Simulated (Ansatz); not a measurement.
A structure relaxed at PBE-D4/def2-SVP in Ansatz, charge 0, doublet:

```tsv
atom	x (Å)	y (Å)	z (Å)
Nb1	0.8972	0.9530	0.6381
Nb2	0.0782	-1.3161	1.3101
Nb3	-1.5439	0.4776	0.9186
Si4	-0.8103	1.7032	-1.1498
Si5	-0.4196	-0.6434	-1.2001
Si6	1.7983	-1.1743	-0.5170
```

(1) Give its formula and point group.

(2) Summarise the bond lengths by kind (pairs closer than 1.2 times the sum of covalent radii, bridged metal pairs left out).

Answers

(1) the cluster Nb₃Si₃ (the lowest doublet isomer of a short search). Point group Cs (tolerance 0.1 Å).

(2) 7 × Nb–Si 2.51 to 2.77 Å; 3 × Nb–Nb 2.45 to 2.50 Å; 2 × Si–Si 2.38 Å.

In the def2 sets Nb takes a core potential; there is no spin–orbit coupling. The relaxation made no stability test and no search for a lower SCF solution. Another isomer (doublet) lies 0.09 eV lower at PBE0-D4/def2-TZVP.
